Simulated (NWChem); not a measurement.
Molecule: CH₄AlClO; SMILES [CH3][Al]([OH])[Cl]

```xyz
8

Al    -0.0494    -0.4249     0.0502
Cl     0.0036     1.6561     0.4959
C      1.5739    -1.4956     0.0084
H      1.3474    -2.5393    -0.2339
H      2.0885    -1.4720     0.9762
H      2.2793    -1.1152    -0.7399
O     -1.5701    -1.1333    -0.2724
H     -2.3832    -0.6128    -0.2550
```
Atoms are numbered in this order, from 1.

The geometry was optimised at B3LYP/6-31G* (spherical d).

**Question.** Give the principal values of the shielding tensors (ppm) of Al1, Cl2, C3, O7 from BHandHLYP/pcSseg-1, GIAO (NWChem), with their diamagnetic and paramagnetic parts as GIAO splits them.

**Answer.** 
```tsv
atom	σ11	σ22	σ33	isotropic	diamagnetic	paramagnetic
Al1	356.5	365.2	492.1	404.6	794.8	-390.2
Cl2	836.5	919.2	1091.2	949.0	1149.1	-200.1
C3	194.3	196.6	207.1	199.3	252.0	-52.7
O7	222.1	281.1	325.6	276.3	389.5	-113.2
```
